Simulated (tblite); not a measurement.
C₆H₁₁PS.
Z-matrix (Å and degrees, GFN2-xTB geometry), rows numbered from 1:
```
C 
C   1  1.3250
C   2  1.4953  1  125.47
P   2  1.8260  1  118.01  3   179.40
S   4  1.9266  2  117.41  1     4.27
C   4  1.8265  2  104.69  1  -126.06
C   6  1.5031  4  115.96  2    87.36
C   7  1.4895  6   60.22  4   107.55
H   1  1.0781  2  122.50  3     0.62
H   1  1.0796  2  120.49  3  -179.48
H   3  1.0876  2  110.65  1   -22.14
H   3  1.0902  2  110.10  1    97.53
H   3  1.0900  2  110.51  1  -143.07
H   4  1.4055  2  100.55  1   130.28
H   6  1.0835  4  115.50  2   -58.32
H   7  1.0798  6  118.47  8   109.56
H   7  1.0820  6  117.11  8  -107.28
H   8  1.0796  6  117.90  7  -109.54
H   8  1.0818  6  117.41  7   107.41
```

Computed with GFN2-xTB (tblite): harmonic, unscaled wavenumbers at the GFN2-xTB geometry, gas phase. Against measured fundamentals such values can be off by several per cent, at times by over 20. Modes of hydrogen on phosphorus can be 10 to 20 % off. One conformer, not necessarily the lowest.

Harmonic wavenumbers (cm⁻¹): 27.1, 50.1, 108.6, 131.2, 145.4, 165.8, 271.3, 279.6, 334.3, 374.0, 439.7, 582.1, 664.5, 683.8, 757.2, 799.5, 815.5, 861.9, 876.8, 915.5, 937.5, 964.6, 983.6, 1000.8, 1017.4, 1034.1, 1064.2, 1071.8, 1085.4, 1148.4, 1191.5, 1200.1, 1319.6, 1381.5, 1398.8, 1422.0, 1469.5, 1471.6, 1473.4, 1684.9, 2169.1, 2996.2, 3006.5, 3022.0, 3037.2, 3065.2, 3067.8, 3076.0, 3086.5, 3099.7, 3110.0.

A = 1783, B = 1254, C = 876.4 MHz; mass 146.032 u (most abundant isotopes); point group C1, symmetry number 1.

What is the zero-point energy?

Half the sum of the wavenumbers: 33170 cm⁻¹ = 396.81 kJ/mol.

What is S at 400 K and 1 bar for an ideal gas of classical rigid rotors and harmonic oscillators?

Translation 177.12, rotation 127.03, vibration 177.02: S = 481.2 J/(mol K).

And Cp and H(400 K) − H(0)?

Cp = 204.32 J/(mol K), of which vibrations give 171.06 (their classical limit is 51 R = 424.0); H(400 K) − H(0) = 48.34 kJ/mol without the zero-point energy, 35.04 from vibrations.

What must be added to the electronic energy to get the Gibbs energy at 400 K and 1 bar?

ZPE + [H(400 K) − H(0)] − T·S = 396.81 + 48.34 − 192.47 = 252.68 kJ/mol.

Which modes carry the vibrational entropy at 400 K?

27.1 cm⁻¹: 27.67; 50.1 cm⁻¹: 22.57; 108.6 cm⁻¹: 16.18; 131.2 cm⁻¹: 14.63; 145.4 cm⁻¹: 13.80; 165.8 cm⁻¹: 12.73 J/(mol K); the other 45 give 69.42 together.

Hindered rotation and anharmonicity are outside this model. Other conformers, if any are populated, would add a mixing term that is left out. The structure is chiral; the term R ln 2 for an equal mix with its mirror image is left out.
